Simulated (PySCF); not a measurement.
Compound: C₇H₁₆OSi.
SMILES: `CC(C)(C)[Si@@H](O)C1CC1`

Torsions of this conformer, `[CH3:1][C:2]([CH3:3])([CH3:4])[Si@@H:5]([OH:6])[CH:7]1[CH2:8][CH2:9]1`: C1–C2–Si5–O6 59°, C2–Si5–C7–C8 86°, H–O6–Si5–C2 173°.

The closed-shell ground state was solved at several levels (PySCF, density fitting, gas phase, non-relativistic). Geometry: PBE0-D3(BJ)/def2-SVP, one conformer, isolated molecule.

```csv
level,basis functions,total energy (Eh),HOMO (eV),LUMO (eV),gap (eV),dipole (D)
PBE0/pcSseg-1,240,-640.5298,-7.49,0.90,8.39,1.52
CAM-B3LYP/pcSseg-1,240,-640.8887,-8.83,1.82,10.65,1.55
```

**Question.** Estimate the row for CAM-B3LYP/def2-SVPD, a basis of 315 functions; the other rows only guide the guess.

**Answer.** Total energy -640.6126 Eh, HOMO -8.83 eV, LUMO 0.93 eV, gap 9.76 eV, dipole 1.49 D.

**Question.** Over all these levels, which gives the widest orbital gap and which the narrowest?

**Answer.** CAM-B3LYP/pcSseg-1 (range-separated hybrid) has the widest, 10.65 eV, and PBE0/pcSseg-1 (global hybrid, 25 % exact exchange) the narrowest, 8.39 eV. The two share the basis. From the narrowest to the widest the HOMO moves by -1.34 eV and the LUMO by +0.92 eV.

**Question.** How far do the dipole and the HOMO energy spread over the levels?

**Answer.** The dipole runs from 1.49 to 1.55 D (mean 1.52 D) and the HOMO from -8.83 to -7.49 eV.
